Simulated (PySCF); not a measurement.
These are PySCF with PBE-D3(BJ)/def2-TZVP // B3LYP-D3(BJ)/def2-TZVP values and carry that method's errors. Isolated molecules, 0 K electronic values unless said otherwise. 

Reference species (SMILES): `B(/[H])=C/[SiH3]` (neutral, multiplicity 1).

| Quantity | Result |
|---|---|
| dipole moment | 0.86 D |
| HOMO | -5.96 eV |

Changed species: `B1C[SiH2]1`.

**Question.** Give the shifts of the dipole moment and HOMO.

**Answer.** the dipole moment increases by 0.10 D, to 0.96 D; the HOMO hardly moves.
